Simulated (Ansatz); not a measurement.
System: WCl$_{2}$, net charge 0, triplet state. The spin state was set by rule; other spins were not relaxed. 
Coordinates optimised at B3LYP-D3(BJ)/def2-TZVP (Ansatz, a program for electronic structure):
```xyz
3

W      0.0000     0.0000     0.0000
Cl     0.0000     0.0000     2.2265
Cl     0.0000     0.0000    -2.2265
```
Charge 0, spin multiplicity 3.

Total electronic energies in hartree. Cores are frozen in the correlated levels unless marked. UHF or UKS for open shells. Spin-orbit coupling is left out. The frozen core is the preceding noble-gas configuration, with the filled d and f shells of earlier blocks. Past Kr the def2 sets carry scalar-relativistic core potentials. 

The Hartree-Fock reference is unstable (checked in the largest basis), which strains HF and MP2. 

| level | program | energy (Eh) |
|---|---|---|
| RI-HF/def2-QZVPPD | Ansatz | -985.51083 |
| PBE/def2-TZVPD | Ansatz | -987.19599 |
| BLYP-D4/def2-TZVPD | Ansatz + dftd4 | -987.52865 |
| revPBE-D3(BJ)/def2-TZVPD | Ansatz + dftd3 | -987.44026 |
| B97M-V/def2-TZVPD | Ansatz | -987.28958 |
| B3LYP-D4/def2-TZVPD | Ansatz + dftd4 | -987.59461 |
| PBE0/def2-SVP | Ansatz | -986.88854 |
| PBE0-D3(BJ)/def2-TZVP | Ansatz + dftd3 | -987.22094 |
| BHLYP-D4/def2-TZVPD | Ansatz + dftd4 | -987.41647 |
| r2SCANh-D4/def2-TZVPD | Ansatz + dftd4 | -987.48209 |
| r2SCANh/def2-TZVPD | Ansatz | -987.48140 |
| r2SCAN0-D4/def2-TZVPD | Ansatz + dftd4 | -987.44599 |
| HSE06/def2-TZVPD | Ansatz | -987.20288 |
| CAM-B3LYP-D4/def2-TZVPD | Ansatz + dftd4 | -987.51593 |
| wB97M-V/def2-TZVPD | Ansatz | -987.40520 |
| B2GP-PLYP-D3(BJ)/def2-TZVPD | Ansatz + dftd3 | -986.93776 |
| RPA@PBE/def2-TZVPP | Ansatz | -986.30966 |
| RI-MP2/def2-QZVPPD | Ansatz | -986.06901 |
| CCSD/def2-SVP | Ansatz | -985.55216 |
| CCSD/def2-TZVPP | Ansatz | -986.03611 |
| CCSD(T)/def2-SVPD | Ansatz | -985.61197 |
| CCSD(T)/def2-TZVPP | Ansatz | -986.06610 |

Totals of different functionals don't rank their quality; only differences between species are comparable.
